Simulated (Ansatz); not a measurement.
Input file for Ansatz (a program for electronic structure): R-B3LYP/def2-TZVPPD on H4OSi (SMILES O[SiH3]) with ghost functions, monomers drawn apart or pushed together. Files ending in .json are basis or fitting sets from the Basis Set Exchange.

Ansatz 0.2 input:
```yaml
crystal:
  periodic: [false, false, false]
  atoms:
    - {symbol: O, position_ang: [-0.02805855, 1.35180882, 3.88889348]}
    - {symbol: Si, position_ang: [-0.11340056, -0.22919733, 4.36797235]}
    - {symbol: H, position_ang: [0.74553985, 1.86340623, 4.13668492]}
    - {symbol: H, position_ang: [1.00529835, -1.03080239, 3.81477173]}
    - {symbol: H, position_ang: [-1.39961207, -0.73701310, 3.85422499]}
    - {symbol: H, position_ang: [-0.07684098, -0.34805200, 5.84699238]}
basis:
  gaussian:
    orbitals: def2-TZVPPD.json
    ghost_atoms:
      - {symbol: C, position_ang: [0.02095984, -0.15893327, 0.04741754]}
      - {symbol: H, position_ang: [-0.12485718, 0.64920731, 0.76244845]}
      - {symbol: H, position_ang: [-0.36763534, -1.08751784, 0.46417311]}
      - {symbol: H, position_ang: [-0.50721132, 0.07055819, -0.87726647]}
      - {symbol: H, position_ang: [1.08409483, -0.27439189, -0.16105996]}
hamiltonian:
  xc: {name: B3LYP}
scf: {lower_state_search: off}
```

Program output:

```
WARN ansatz: RAYON_NUM_THREADS=1 ignored (pool sized by the plan → 1); use --threads N
Functional definition: B3LYP
these checks for a lower state are left out or cut short: stability, starts, cluster_reference, orbital_swaps, neighbouring_geometries, increment
integrals: 0.15 GiB planned
1099 factors; their error is unknown
mean field: 1.33 GiB planned
mean field evaluation 1: about -9987.8134 eV, gradient 5.6e1 eV
mean field evaluation 2: about -9973.5150 eV, gradient 1.0e2 eV
mean field evaluation 4: about -9992.7598 eV, gradient 1.4e0 eV
mean field evaluation 8: about -9992.7796 eV, gradient 2.6e-2 eV
mean field evaluation 16: about -9992.7796 eV, gradient 3.1e-6 eV
mean field -9992.77957585 eV, -367.2278760631 hartree, gradient 3.1e-6 eV, S^2 0.000000; 0 other end points of the search recorded, 0 dependent functions left out
reference -9992.77982147 eV, -367.2278850895 hartree; 13, 13 occupied and 248, 248 virtual orbitals, 1099 factors
Total energy: -9992.77982147 eV, -367.2278850895 hartree
Checks for a lower state left out: stability, starts, cluster_reference, orbital_swaps, neighbouring_geometries, increment
```

The calculation finished and met its thresholds.

Cost: around 4 core-seconds (rough).
